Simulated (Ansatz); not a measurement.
Input for Ansatz (an electronic-structure program): R-PBE/def2-TZVPPD on ClH3Si (SMILES [SiH3]Cl) with ghost functions, monomers drawn apart or pushed together. Files ending in .json are basis or fitting sets from the Basis Set Exchange.

Ansatz 0.2 input:
```yaml
crystal:
  periodic: [false, false, false]
  atoms:
    - {symbol: Si, position_ang: [-0.89197657, 0.03459162, 4.46914984]}
    - {symbol: Cl, position_ang: [1.12535939, 0.46866903, 4.59294641]}
    - {symbol: H, position_ang: [-1.55218521, 1.09348627, 3.68283710]}
    - {symbol: H, position_ang: [-1.43901014, -0.00673522, 5.83950047]}
    - {symbol: H, position_ang: [-1.05060300, -1.27585145, 3.81134632]}
basis:
  gaussian:
    orbitals: def2-TZVPPD.json
    ghost_atoms:
      - {symbol: C, position_ang: [0.00177899, -0.09046503, 0.20816642]}
      - {symbol: H, position_ang: [0.38483717, -0.03687533, -0.80989607]}
      - {symbol: H, position_ang: [-0.33411219, -1.10567794, 0.41539288]}
      - {symbol: H, position_ang: [0.79038180, 0.18139651, 0.90802214]}
      - {symbol: H, position_ang: [-0.83479929, 0.59879233, 0.31607937]}
hamiltonian:
  xc: {name: PBE}
scf: {lower_state_search: off}
```

The log:

```
Functional definition: PBE
[...]
these checks for a lower state are left out or cut short: stability, starts, cluster_reference, orbital_swaps, neighbouring_geometries, increment
integrals: 0.17 GiB planned
1170 factors; their error is unknown
mean field: 1.14 GiB planned
mean field evaluation 1: about -20440.5706 eV, gradient 1.6e1 eV
mean field evaluation 2: about -20440.9660 eV, gradient 1.4e1 eV
mean field evaluation 4: about -20441.4707 eV, gradient 1.1e0 eV
mean field evaluation 8: about -20441.4540 eV, gradient 2.4e-1 eV
mean field evaluation 16: about -20441.4540 eV, gradient 6.1e-7 eV
mean field -20441.45404396 eV, -751.2095804003 hartree, gradient 6.1e-7 eV, S^2 0.000000; 0 other end points of the search recorded, 0 dependent functions left out
reference -20441.45409798 eV, -751.2095823857 hartree; 17, 17 occupied and 238, 238 virtual orbitals, 1170 factors
Total energy: -20441.45409798 eV, -751.2095823857 hartree
Checks for a lower state left out: stability, starts, cluster_reference, orbital_swaps, neighbouring_geometries, increment
```

The run converged.

Cost: around 4 core-seconds (rough).
